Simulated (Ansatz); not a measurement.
Frontier orbitals of BrGaH₂O, SMILES `[OH][GaH][Br]`.

Total charge 0; spin multiplicity 1. Correlated methods include outer-core shells of Br, Ga, which these sets cover unevenly. Scalar relativity is left out up to krypton. Geometry: relaxed with PBE0-D4/def2-TZVP. It is one conformer, not always the lowest. Basis def2-TZVPP, the Gaussian-basis code of Ansatz.

```tsv
functional	HOMO (eV)	LUMO (eV)	gap (eV)
PBE	-7.14	-2.00	5.14
revPBE	-7.08	-1.88	5.20
r2SCAN	-7.49	-1.74	5.75
PBE0	-8.46	-1.23	7.23
B3LYP	-8.19	-1.51	6.68
r2SCAN0	-8.69	-1.07	7.62
HSE06 (plane-wave form)	-8.06	-1.60	6.46
ωB97M-V	-10.69	0.49	11.18
HF	-11.48	1.54	13.02
```

From PBE to PBE0 the HOMO moves by −1.32 eV and the LUMO by +0.77 eV, and with ωB97M-V by −3.54 and +2.49 eV, so the gap grows from 5.14 to 11.17 eV with exact exchange. A positive LUMO is unbound and depends on the basis.

B3LYP here is the variant with VWN-RPA as its local correlation; programs differ in this.
